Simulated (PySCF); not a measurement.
## Radial density of Be²⁺ (beryllium, charge +2)

UHF, 1s2, closed-shell 1S. Computed with PySCF 2.14 in x2c-QZVPPall with one added diffuse shell each of s, p type (8s5p2d1f, 40 functions), with scalar relativity by spin-free X2C-1e.

| r (bohr) | 4πr²ρ (e/bohr) |
| --- | --- |
| 0.00744 | 0.02287 |
| 0.0125 | 0.06185 |
| 0.0211 | 0.1629 |
| 0.0354 | 0.4103 |
| 0.0596 | 0.9570 |
| 0.100 | 1.966 |
| 0.169 | 3.277 |
| 0.283 | 3.884 |
| 0.477 | 2.653 |
| 0.802 | 0.7377 |
| 1.35 | 0.04620 |
| 2.27 | 0.0002230 |

Densities and radii are taken from the X2C orbitals without a picture-change correction, which distorts them close to the nucleus.
